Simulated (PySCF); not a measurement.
# Continuum solvent and chemical shifts

Molfile (atoms numbered from 1):
```
C7H8FNSi
     RDKit          3D

 18 18  0  0  0  0  0  0  0  0999 V2000
   -1.8970    2.3355    1.3184 F   0  0  0  0  0  0  0  0  0  0  0  0
   -1.7310    1.0283    1.1360 C   0  0  0  0  0  0  0  0  0  0  0  0
   -2.8040    0.1729    1.3692 C   0  0  0  0  0  0  0  0  0  0  0  0
   -2.6290   -1.1929    1.1596 C   0  0  0  0  0  0  0  0  0  0  0  0
   -1.4010   -1.6838    0.7248 C   0  0  0  0  0  0  0  0  0  0  0  0
   -0.3218   -0.8156    0.5100 C   0  0  0  0  0  0  0  0  0  0  0  0
    0.9655   -1.3963    0.0648 C   0  0  0  0  0  0  0  0  0  0  0  0
    2.1118   -0.8690    0.0128 N   0  0  0  0  0  0  0  0  0  0  0  0
    2.8662    0.6410    0.4168 Si  0  0  0  0  0  4  0  0  0  0  0  0
   -0.4970    0.5592    0.7143 C   0  0  0  0  0  0  0  0  0  0  0  0
   -3.7559    0.5896    1.7030 H   0  0  0  0  0  0  0  0  0  0  0  0
   -3.4626   -1.8765    1.3343 H   0  0  0  0  0  0  0  0  0  0  0  0
   -1.2653   -2.7546    0.5526 H   0  0  0  0  0  0  0  0  0  0  0  0
    0.8629   -2.4553   -0.2535 H   0  0  0  0  0  0  0  0  0  0  0  0
    2.4712    1.1490    1.7721 H   0  0  0  0  0  0  0  0  0  0  0  0
    2.5042    1.6779   -0.6024 H   0  0  0  0  0  0  0  0  0  0  0  0
    4.3447    0.4588    0.3993 H   0  0  0  0  0  0  0  0  0  0  0  0
    0.3011    1.2799    0.5327 H   0  0  0  0  0  0  0  0  0  0  0  0
  1  2  1  0
  2  3  1  0
  3  4  2  0
  4  5  1  0
  5  6  2  0
  6  7  1  0
  7  8  2  0
  8  9  1  0
  6 10  1  0
 10  2  2  0
  3 11  1  0
  4 12  1  0
  5 13  1  0
  7 14  1  0
  9 15  1  0
  9 16  1  0
  9 17  1  0
 10 18  1  0
M  END
```

GIAO PBE0/pcSseg-1 in PySCF 2.14 on one PBE0-D3(BJ)/def2-SVP conformer, non-relativistic, equivalent nuclei averaged. Solvents enter as an IEF-PCM continuum (chloroform with ε = 4.7, water with ε = 78.4) around the gas-phase geometry. Shifts are referred to CFCl3, TMS computed in the same medium.

Gas phase, δ in ppm: F1 -108.8, C7 177.1, C2 170.4, C6 141.9, C4 136.2, C5 134.0, C3 123.9, C10 118.2, Si9 -67.9, H14 9.21, H12 7.64, H13 7.36, H11 7.27, H18 7.14. Dipole moment 2.61 D.

(1) How does each δ change in the continuum?

(2) Which nuclei move most (in ppm), and what does the model miss?

## Answers

(1) 
```json
{"atoms": "F1", "environment": "aryl fluorine", "Δδ, chloroform": "-2.9", "Δδ, water": "-3.6"}
{"atoms": "C7", "environment": "C=N carbon", "Δδ, chloroform": "+3.6", "Δδ, water": "+5.2"}
{"atoms": "C2", "environment": "aromatic carbon bearing fluorine", "Δδ, chloroform": "+0.4", "Δδ, water": "+0.6"}
{"atoms": "C6", "environment": "substituted aromatic carbon", "Δδ, chloroform": "+0.5", "Δδ, water": "+0.6"}
{"atoms": "C4", "environment": "aromatic CH", "Δδ, chloroform": "+1.9", "Δδ, water": "+2.7"}
{"atoms": "C5", "environment": "aromatic CH", "Δδ, chloroform": "+2.3", "Δδ, water": "+3.4"}
{"atoms": "C3", "environment": "aromatic CH", "Δδ, chloroform": "+2.0", "Δδ, water": "+2.9"}
{"atoms": "C10", "environment": "aromatic CH", "Δδ, chloroform": "+0.4", "Δδ, water": "+0.6"}
{"atoms": "Si9", "environment": "silicon bonded to N, 3 H", "Δδ, chloroform": "+0.7", "Δδ, water": "+1.0"}
{"atoms": "H14", "environment": "hydrogen on a C=N carbon", "Δδ, chloroform": "+0.02", "Δδ, water": "+0.04"}
{"atoms": "H12", "environment": "hydrogen on an aromatic CH", "Δδ, chloroform": "+0.24", "Δδ, water": "+0.34"}
{"atoms": "H13", "environment": "hydrogen on an aromatic CH", "Δδ, chloroform": "+0.27", "Δδ, water": "+0.41"}
{"atoms": "H11", "environment": "hydrogen on an aromatic CH", "Δδ, chloroform": "+0.25", "Δδ, water": "+0.36"}
{"atoms": "H18", "environment": "hydrogen on an aromatic CH", "Δδ, chloroform": "+0.07", "Δδ, water": "+0.12"}
```

Changes are relative to the gas phase. The dipole moment becomes 3.28 D in chloroform, 3.57 D in water.

(2) C7 (C=N carbon, +5.2 ppm) in water. A continuum only polarises the solute; specific hydrogen bonds, the anisotropy of aromatic solvents and changes of geometry or conformer are outside it.
